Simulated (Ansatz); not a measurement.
Counterpoise correction, worked out

The pair of NH$_{3}$ (SMILES N, atoms 1–4) and H$_{2}$ (SMILES [H][H], atoms 5–6), both closed shells, in one local arrangement (a lower one may exist), relaxed at PBE0-D4/def2-TZVP:

N1  (0.055, -0.131, -1.300)
H2  (0.104, -1.028, -0.834)
H3  (0.820, 0.433, -0.950)
H4  (-0.806, 0.315, -1.008)
H5  (-0.103, 0.243, 2.417)
H6  (-0.071, 0.168, 1.675)
(Å)

Computed with Ansatz 0.2.0 (basis: def2-TZVPPD); correlated methods freeze the cores.

CCSD(T) total energies in eV:

| system | geometry | basis functions | energy |
| --- | --- | --- | --- |
| pair | pair | all | -1568.77108 |
| NH$_{3}$ | as in the pair | all (partner as ghosts) | -1536.86331 |
| H$_{2}$ | as in the pair | all (partner as ghosts) | -31.90468 |
| NH$_{3}$ | as in the pair | its own | -1536.86017 |
| H$_{2}$ | as in the pair | its own | -31.90422 |
| NH$_{3}$ | free (PBE0-D4 minimum) | its own | -1536.86075 |
| H$_{2}$ | free (PBE0-D4 minimum) | its own | -31.90433 |

Task: Work out the interaction energy with and without the counterpoise correction, the superposition error, and the binding energy from the relaxed fragments.

Result: Without correction: -1568.77108 − (-1536.86017) − (-31.90422) = -0.00669 eV.
With correction (each fragment in the whole basis): -1568.77108 − (-1536.86331) − (-31.90468) = -0.00309 eV = -0.07 kcal/mol.
The superposition error is the difference, 0.00360 eV: each fragment borrows its partner's functions.
Deformation from the free shapes: 0.00058 eV for NH$_{3}$ and 0.00011 eV for H$_{2}$.
Binding energy from relaxed fragments: -0.00309 + 0.00058 + 0.00011 = -0.00240 eV = -0.06 kcal/mol (electronic, without zero-point energy; negative means bound). For comparison, the corrected interaction energy by CCSD(T) at an estimated basis limit (MP2 extrapolated from triple and quadruple zeta, plus CCSD(T) − MP2 in triple zeta) is -0.005 eV.

The T1 diagnostic stays at or below 0.009.

For scale, one of the runs: CCSD(T)/def2-TZVPPD, 122 basis functions, launched by `ansatz run in.yaml --threads 2 --pin off --events-out ev --progress --plain --max-ram 5222MiB`. The run took about 2.3 s on 2 CPU threads of an Arm Neoverse V2 (shared host).
